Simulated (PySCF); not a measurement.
A structure optimised at PBE0-D3(BJ)/def2-SVP, used in a PySCF frequency run:

```xyz
12

C      1.6912    -0.9829     0.1961
O      0.9149     0.1352     0.5482
C     -0.3169     0.2409    -0.0206
C     -1.3022    -0.8459     0.3323
F     -0.7928     1.4318     0.3747
F     -0.1911     0.3009    -1.3771
H      1.2947    -1.9173     0.6308
H      1.7648    -1.0940    -0.8975
H      2.6949    -0.8096     0.6035
H     -2.2735    -0.6103    -0.1209
H     -1.4121    -0.8983     1.4232
H     -0.9658    -1.8185    -0.0488
```
Charge 0, spin multiplicity 1.

Question: Write its SMILES and formula.

Answer: COC(C)(F)F, C3H6F2O

Question: What are its rotational constants (standard atomic weights)?

Answer: 5.0105, 2.9802, 2.9042 GHz
